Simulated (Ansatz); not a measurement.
# Cost against result

Saddle point of Al2NH6O4, doublet (Al₂NH₆O₄ ([NH3][Al]1([OH])[O][Al]([OH])[OH]1) → Al₂NH₆O₄ ([NH2][Al]1([OH])[OH][Al]([OH])[OH]1); bonds formed: O2–H7; dative contacts that become bonds: Al1–N8; bonds broken: H7–N8; bonds weakened to dative contacts: Al1–O2), PBE0-D4/def2-TZVP structure:

```csv
atom,x (Å),y (Å),z (Å)
Al1,-0.3817,0.9462,0.2389
O2,-0.3312,-0.5165,1.2819
Al3,-0.9768,-1.6871,0.0821
O4,0.2809,-2.5379,-0.7386
O5,-1.1688,-0.0946,-0.9974
O6,-0.9355,2.5213,0.4982
H7,0.8485,-0.2028,1.0519
N8,1.4904,0.6983,0.3083
H9,0.2824,-3.4921,-0.7814
H10,-1.3589,-0.0074,-1.9300
H11,-1.8374,2.7690,0.6850
H12,1.9794,0.2395,-0.4488
H13,2.1087,1.3642,0.7499
```

Barriers are electronic and count from the start structure reached by relaxing down the imaginary mode. Spin–orbit coupling is left out.

Computed with Ansatz 0.2.0 (basis: as named in each row); correlated methods freeze the cores; orbitals are unrestricted. B3LYP uses VWN-RPA correlation. Extrapolation: Hartree–Fock as exp(−7.88 √X), correlation as X^−2.97.

Times are rough, for one single point on 4 threads of a shared host (AMD EPYC 7R13), with one NVIDIA H100 (or a share of it) where marked.

The estimate by CCSD(T) at an estimated basis limit (MP2 extrapolated from triple and quadruple zeta, plus CCSD(T) − MP2 in triple zeta) is 1.001 eV.

| method | basis | time (s) | barrier (eV) | method less estimate |
| --- | --- | --- | --- | --- |
| HF | STO-3G | under 1 | 0.398 | -0.602 |
| PBE-D4 | STO-3G | under 1 | -0.194 | -1.195 |
| SPW92 | def2-SVP | 1 | 0.636 | -0.365 |
| B3LYP-D4 | 6-31G | 2 | 0.913 | -0.087 |
| PBE-D4 | def2-SVP | 2 | 0.759 | -0.242 |
| PBE-D4 | def2-TZVPP | 2 (H100) | 0.831 | -0.170 |
| BHLYP-D4 | def2-TZVPP | 2 (H100) | 1.061 | 0.061 |
| SPW92 | def2-TZVPP | 2 (H100) | 0.726 | -0.275 |
| BLYP-D4 | def2-TZVPP | 2 (H100) | 0.909 | -0.092 |
| B3LYP-D4 | def2-TZVPP | 2 (H100) | 0.959 | -0.042 |
| PBE0-D4 | def2-TZVPP | 2 (H100) | 0.907 | -0.093 |
| CAM-B3LYP-D4 | def2-TZVPP | 2 (H100) | 0.966 | -0.035 |
| PBE0-D4 | def2-SVP | 2 | 0.863 | -0.138 |
| r2SCAN-D4 | def2-TZVPP | 2 (H100) | 0.889 | -0.112 |
| r2SCAN0-D4 | def2-TZVPP | 3 (H100) | 0.941 | -0.059 |
| wB97X-V | def2-TZVPP | 3 (H100) | 0.986 | -0.015 |
| B2PLYP | def2-TZVPP | 3 (H100) | 0.969 | -0.032 |
| PBE-QIDH | def2-TZVPP | 3 (H100) | 0.965 | -0.036 |
| B97M-V | def2-TZVPP | 3 (H100) | 1.030 | 0.029 |
| wB97M-V | def2-TZVPP | 4 (H100) | 0.992 | -0.009 |
| RPA on PBE | def2-TZVPP | 4 (H100) | 0.978 | -0.023 |
| CCSD(T) | def2-SVP | 4 (H100) | 1.011 | 0.010 |
| MP2 | def2-QZVPP | 6 (H100) | 0.959 | -0.041 |
| wB97M-V | def2-SVP | 9 | 0.916 | -0.084 |
| CCSD(T) | def2-TZVPP | 21 (H100) | 1.000 | -0.001 |

All methods are single points on the PBE0-D4 structures; a negative value means that the method puts the saddle structure below the start.

No T1 diagnostic of these runs exceeds 0.014. ⟨S²⟩ of the unrestricted Hartree–Fock references: 0.75 (a pure state has 0.75).

Labels in which every atom is bracketed show which atoms are joined, not bond orders.
